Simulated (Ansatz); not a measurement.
Cost and result for the atomization energy of `[NH2][AlH][CH]1CC1` (13 atoms, 13 bonds).

| atom | x (Å) | y (Å) | z (Å) |
| --- | --- | --- | --- |
| N1 | -1.500 | -0.807 | 1.522 |
| Al2 | -1.471 | -0.513 | -0.225 |
| C3 | 0.147 | 0.209 | -0.994 |
| C4 | 1.506 | -0.167 | -0.432 |
| C5 | 0.990 | 1.208 | -0.221 |
| H6 | -0.743 | -0.634 | 2.163 |
| H7 | -2.293 | -1.179 | 2.019 |
| H8 | -2.785 | -0.864 | -1.042 |
| H9 | 0.158 | 0.379 | -2.068 |
| H10 | 2.320 | -0.299 | -1.135 |
| H11 | 1.548 | -0.841 | 0.417 |
| H12 | 0.671 | 1.494 | 0.776 |
| H13 | 1.452 | 2.014 | -0.780 |

Charge 0, multiplicity 1. All single points use the PBE0-D4/def2-TZVP geometry. It is one conformer, not always the lowest. Program: Ansatz. All runs use 4 threads of an Arm Neoverse V2 on a shared host. Times are those of one run each, without the atoms' runs, and a repeat can differ threefold. Electronic energies, without spin–orbit coupling; frozen cores. CCSD(T)/CBS adds CCSD(T) − MP2 in def2-TZVPP to the MP2 limit, and its time is that of the two runs behind it. T1 = 0.010. B3LYP takes the VWN-RPA correlation (the form of Gaussian; ORCA's B3LYP/G).

CCSD(T)/CBS is a level of theory with its own doubt, some kJ/mol a heavy atom from the limit and from the frozen cores, so smaller differences don't rank the functionals.

| level | functions | wall time |
| --- | --- | --- |
| PBE-D4/def2-TZVPP (with forces) | 278 | 2.5 s |
| PBE0-D4/def2-TZVPP | 278 | 2.8 s |
| r2SCAN-D4/def2-TZVPP (with forces) | 278 | 4.2 s |
| B3LYP-D4/def2-TZVPP (with forces) | 278 | 4.3 s |
| B2PLYP/def2-TZVPP | 278 | 4.9 s |
| ωB97X-V/def2-TZVPP | 278 | 7 s |
| ωB97M-V/def2-TZVPP (with forces) | 278 | 10 s |
| MP2/def2-QZVPP | 538 | 21 s |
| CCSD(T)/def2-TZVPP | 278 | 2.4 min |
| CCSD(T)/CBS(def2) | – | 2.7 min |

Problem. What atomization energy does each give, and how far from CCSD(T)/CBS? (Best estimate.)

Solution. The calculation gave: 
```csv
level,atomization (kJ/mol),difference from CCSD(T)/CBS,per bond
PBE-D4/def2-TZVPP (with forces),4950.8,91.0,7.0
PBE0-D4/def2-TZVPP,4882.8,23.0,1.8
r2SCAN-D4/def2-TZVPP (with forces),4870.4,10.6,0.8
B3LYP-D4/def2-TZVPP (with forces),4864.8,5.0,0.4
B2PLYP/def2-TZVPP,4813.8,-46.0,-3.5
ωB97X-V/def2-TZVPP,4881.2,21.4,1.6
ωB97M-V/def2-TZVPP (with forces),4881.7,21.9,1.7
MP2/def2-QZVPP,4876.0,16.2,1.3
CCSD(T)/def2-TZVPP,4737.2,-122.6,-9.4
CCSD(T)/CBS(def2),4859.8,0.0,0.0
```

From PBE to PBE0 (25 % exact exchange), in def2-TZVPP and without D4, the atomization energy moves by −64.4 kJ/mol: exact exchange takes away binding that semilocal exchange gives to molecules. In def2-TZVPP, CCSD(T) changes the Hartree–Fock value by +1181.5 kJ/mol (the triples alone add +65.8 kJ/mol) and MP2 by +1247.4 kJ/mol; breaking electron pairs costs correlation energy, which Hartree–Fock lacks. The D4 term adds +38.5 kJ/mol with B3LYP and +20.4 kJ/mol with PBE0; it sums over pairs of atoms, weighted by their polarisabilities, and B3LYP, whose exchange is more repulsive, gets the larger term.
